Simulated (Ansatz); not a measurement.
Consider the isomerisation: `O[CH2][GeH2][SiH3]` → `C[SiH2][GeH2][OH]`.

Computed with Ansatz on PBE0-D4/def2-TZVP structures; ΔE is electronic, products minus reactants. CCSD(T)/CBS is the MP2 limit (def2-TZVPP, def2-QZVPP) plus CCSD(T) − MP2 in def2-TZVPP, frozen cores. Functionals use def2-TZVPP. B3LYP here is the variant with VWN-RPA as its local correlation; programs differ in this. For Ge outer-core shells are correlated without core-valence functions, which leaves a few kJ/mol of doubt a bond. Scalar relativity is left out up to krypton. One conformer a species, not always the lowest.

Question: Is it downhill or uphill in electronic energy at CCSD(T)/CBS, and by how much? (Best estimate.)

Answer: Ansatz gave: Downhill: ΔE = -33.2 kcal/mol.

Question: What do these levels give: ωB97M-V, PBE0, B3LYP, MP2/def2-TZVPP, MP2/def2-QZVPP, CCSD/CBS(def2)? (An estimate is asked.)

Answer: Computed: ωB97M-V -33.3, PBE0 -32.3, B3LYP -32.8, MP2/def2-TZVPP -34.8, MP2/def2-QZVPP -35.1, CCSD/CBS(def2) -33.1 kcal/mol.

Largest T1 diagnostic among the species: 0.012.
